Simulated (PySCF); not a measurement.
Labels have come off several samples. The candidates:

A. `CO[SiH2]/C=C(\CCl)[SiH2]Cl`
B. `InChI=1S/C4H5NO/c1-4-2-5-6-3-4/h2-3H,1H3`
C. SMILES C[C@H](C#N)C=O

Spectrum 1. $^{1}$H NMR (400 MHz, computed): δ 8.37 (q, J = 1.4 Hz, 1H), 8.21 (s, 1H), 2.28 (d, J = 1.4 Hz, 3H). $^{13}$C{$^{1}$H} NMR (computed): δ 161.7 (CH), 154.8 (CH), 122.1 (C), 9.3 (CH3).

Spectrum 2. $^{1}$H NMR (400 MHz, computed): δ 6.78 (t, 1H), 5.39 (d, 2H), 5.30 (s, 2H), 4.13 (s, 2H), 3.86 (s, 3H). $^{13}$C{$^{1}$H} NMR (computed): δ 166.2 (C), 157.8 (CH), 54.2 (CH3), 50.8 (CH2).

Spectrum 3. $^{1}$H NMR (400 MHz, computed): δ 9.52 (d, J = 5.8 Hz, 1H), 3.01 (qd, J = 7.7, 5.8 Hz, 1H), 1.56 (d, J = 7.7 Hz, 3H). $^{13}$C{$^{1}$H} NMR (computed): δ 197.7 (CH), 120.6 (C), 38.6 (CH), 15.7 (CH3).

[PySCF 2.14.0 with density-fitted response routines: shielding tensors at PBE0/pcSseg-1 (GIAO); B3LYP/pcJ-1 coupling constants (spin–dipole term left out of most H,H and C,H couplings); structure optimised with GFN2-xTB; rapidly exchanging positions averaged; no relativistic terms; no solvent; a single conformation]

Scale: $^{1}$H (31.72 ppm) and $^{13}$C (186.93 ppm) against TMS (reference shieldings calculated alike). Multiplet labels drop J under 1 Hz and among equivalent protons, and merge close values. Unscaled 3J(H,H) run several per cent high. Where no couplings were computed, multiplicities follow the n + 1 count of equivalent neighbours, and m marks all less simple cases (inequivalent or close neighbours, rings, F or P nearby). Vicinal couplings that depend on rotamer populations or ring flexing (ring, CH–CH, X–H and H–F types) are those of the one conformer. Shifts are as computed. Against solution values, carbons near 30 ppm lie about +3 ppm off and those near 130 ppm about +5 ppm; carbons on Cl a further +6 ppm. Of 1211 compounds with measured shifts, 218 miss one by over three times the rms of a fit or turn the order of signals round; such compounds aren't used in these exercises. Carbons bonded to Cl come out too deshielded.

Which spectrum belongs to which compound?

## Answers

1–B, 2–A, 3–C.

- Spectrum 1 (B): 4 $^{13}$C signals; δC 154.8 is an aromatic CH next to a ring nitrogen; δC 9.3 is a methyl carbon on an aromatic ring.
- Spectrum 2 (A): 4 $^{13}$C signals; δC 157.8 is an alkene CH; δC 54.2 is a methyl carbon bonded to O.
- Spectrum 3 (C): 4 $^{13}$C signals; δC 197.7 is an aldehyde carbonyl carbon; δC 120.6 is a nitrile carbon.
